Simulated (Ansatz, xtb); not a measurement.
**Two isomers of C3H10S2Si**

Structure I is `C[C@H](CS)[SiH2]S`, a singlet and structure II is `CCS[SiH2]SC`, a singlet. Both are isolated molecules in the gas phase, relaxed with B3LYP-D3(BJ)/def2-SVP, each in the lowest conformer that the search found.

Quicker runs give these differences E(II) − E(I): GFN2-xTB −13.7 kcal/mol; HF/STO-3G −20.0 kcal/mol (at GFN2-xTB geometries); r2SCAN-D4/def2-SVP −14.5 kcal/mol (at GFN2-xTB geometries).

**Question.** Estimate E(II) − E(I) at the level CCSD(T)/def2-SVP + ΔMP2/def2-TZVPP.

**Answer.** Calculated at CCSD(T)/def2-SVP + ΔMP2/def2-TZVPP: E(II) − E(I) = −14.0 kcal/mol, so structure II lies lower.

Level by level:

```csv
level,geometry,E(II) − E(I) (kcal/mol),departure from the last row (kcal/mol),"job, with rough time for the two"
GFN2-xTB,GFN2-xTB,−13.7,+0.3,"optimisation, 0.51 s"
HF/STO-3G,GFN2-xTB,−20.0,−6.1,"single point, 0.44 s"
r2SCAN-D4/def2-SVP,GFN2-xTB,−14.5,−0.5,"single point, 4.8 s"
B3LYP-D3(BJ)/def2-SVP,B3LYP-D3(BJ)/def2-SVP,−14.0,0.0,"optimisation, 62 s"
HF/def2-SVP,B3LYP-D3(BJ)/def2-SVP,−13.6,+0.4,part of the CCSD(T) run
MP2/def2-SVP,B3LYP-D3(BJ)/def2-SVP,−11.8,+2.2,part of the CCSD(T) run
CCSD(T)/def2-SVP,B3LYP-D3(BJ)/def2-SVP,−11.1,+2.9,single point
CCSD(T)/def2-SVP + ΔMP2/def2-TZVPP,B3LYP-D3(BJ)/def2-SVP,−14.0,,"single point, 75 s"
```

As drawn, II has 1 C–S, 1 S–Si, 2 C–H in place of 1 C–C, 1 C–Si, 2 S–H.

None of the levels shown reverses the order. The largest departure from CCSD(T)/def2-SVP + ΔMP2/def2-TZVPP is that of HF/STO-3G, 6.1 kcal/mol. The last row adds to CCSD(T) the change of the MP2 difference between the two basis sets, here −2.9 kcal/mol.

With thermal terms from frequencies at re-optimised GFN2-xTB minima (ideal gas, soft modes damped towards free rotors, one conformer each, 298.15 K, 1 atm): the zero-point term adds +3.1 kcal/mol; ΔH is −10.7 and ΔG −11.4 kcal/mol.

The correlated steps freeze 18 core orbitals. Mirror images aren't counted in ΔG. Run with Ansatz 0.2.0, xtb 6.7.1; the last row on 4 threads of Arm Neoverse V1 on a shared host.
